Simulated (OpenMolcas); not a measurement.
Os3+ among 8 point charges of -1.2 e arranged as a cube (Oh), 2.17 Å from the ion.
```
   1.2529    1.2529    1.2529  -1.20
   1.2529    1.2529   -1.2529  -1.20
   1.2529   -1.2529    1.2529  -1.20
   1.2529   -1.2529   -1.2529  -1.20
  -1.2529    1.2529    1.2529  -1.20
  -1.2529    1.2529   -1.2529  -1.20
  -1.2529   -1.2529    1.2529  -1.20
  -1.2529   -1.2529   -1.2529  -1.20
```

```json
{"Program": "OpenMolcas", "Method": "CASSCF", "Basis": "ANO-RCC-VDZP [7s6p4d2f1g]", "Scalar Hamiltonian": "DKH2, point nucleus", "Active space": "5 electrons in 5 orbitals (5d)", "State averaging": "2S+1 = 6 even, 1 root; 2S+1 = 4 even, 24 roots; 2S+1 = 2 even, 75 roots", "Spin-orbit coupling": "state interaction with AMFI integrals over the reference wave functions"}
```

Task: What is the spin-free ground state (labels of O, the rotations of Oh)?

Result: 6A1, 1-fold in its orbital part, 100 % from free-ion S terms; it has the highest spin that d5 allows.

Task: What are the lowest two levels with spin-orbit coupling?

Result: A 4-fold level Γ8, then a 2-fold level Γ7 42.6 cm-1 above it. Their leading multiplicities are 6 (88 %) and 6 (89 %).

Task: What is χT at 300 K?

Result: 4.15 cm3 K/mol.

Task: Which ligand-field parameters describe the states?

Result: A least-squares ligand-field fit to the states below 45000 cm-1, each weighted by its degeneracy and with a free common offset, gives 10Dq = -5695 cm-1 (negative for this site), B = 814 cm-1 and C = 3307 cm-1 (C/B = 4.06), with an rms deviation of 150 cm-1. 

Without dynamic correlation the repulsion within the d shell is too large (B by tens of per cent), so at a given field states of lower spin stand too high. Point charges give a weaker field than real ligands, and real ions of this kind are as a rule low spin; the high spin found here belongs to the model. Point charges carry no covalency, so the field is a model and not that of real ligands. No measured value stands beside these numbers.
